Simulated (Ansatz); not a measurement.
The cluster Na₅O₃. Charge 0, multiplicity 2. Geometry r2SCAN-D4/def2-SVP, basis def2-TZVP, Ansatz.

```xyz
8

Na   -1.815   -0.580    2.744
Na   -0.967    0.607   -0.667
Na    1.122   -0.445    0.504
Na    2.221    2.169   -1.999
Na   -1.679   -2.866    0.457
O     1.010    1.582   -0.396
O    -0.973   -0.947    0.871
O     1.082    0.481   -1.514
```

| run | HOMO (eV) | LUMO (eV) |
| --- | --- | --- |
| A | -3.18 | 0.04 |
| B | -2.39 | -1.04 |
| C | -2.08 | -1.61 |
| D | -2.04 | -1.37 |

The structure holds 1 bond(s) between oxygen atoms. Another isomer (doublet) lies 0.05 eV lower at PBE0-D4/def2-TZVP; other spin states weren't run for this one.

HOMO and LUMO are taken over both spins.

The runs used HF, PBE, PBE0, r2SCAN. Estimate which is which.

A HF (100 % exact exchange); B PBE0 (25 % exact exchange); C PBE (0 % exact exchange); D r2SCAN (0 % exact exchange). Exact exchange lowers occupied and raises empty levels; among semilocal functionals meta-GGAs tend to open the gap a little, and such runs are hard to tell apart. The gap grows from 0.47 eV (PBE) to 3.21 eV (HF). At HF/def2-TZVP the charge 0 doublet is spin-contaminated (final ⟨S²⟩ up to 0.94, 0.75 for a pure state).
